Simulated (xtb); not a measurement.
Cl₄OW, triplet, geometry from GFN2-xTB (such geometries of metal compounds can be far from the true shape) (the multiplicity is a formal guess), atoms displaced at random by about 0.02 Å a coordinate. Base run: GFN1-xTB (xtb 6.7.1).

xtb was given this input:
```
$ xtb mol.xyz --gfn 1 --uhf 2 --opt --json

# file mol.xyz
6

W      0.27831270    -0.07750766    -0.16947132
O      1.64948016    -0.51632268    -0.88504557
Cl     0.33868888    -0.48894590     2.14053731
Cl    -1.33556855     0.79726610    -1.62193896
Cl    -1.24293036    -1.81014737    -0.02805711
Cl     0.26217289     2.14848015     0.54620799
```

The base run was repeated with changes; each row names its change, and settings that it needs were set with it.

| change | ΔE vs base (µEh) | optimiser steps |
|---|---|---|
| base | 0.0 | 18 |
| opt level = extreme | -0.6 | 27 |
| opt level = tight | -0.4 | 19 |
| opt level = loose | 3857 | 6 |
| opt level = sloppy | 3857 | 6 |
| alpb = water | -8650 | 15 |
| engine = lbfgs | 1.4 | - |
| opt level = lax | 1.8 | 16 |
| opt level = vtight | -0.6 | 21 |
| opt level = crude | 3857 | 6 |
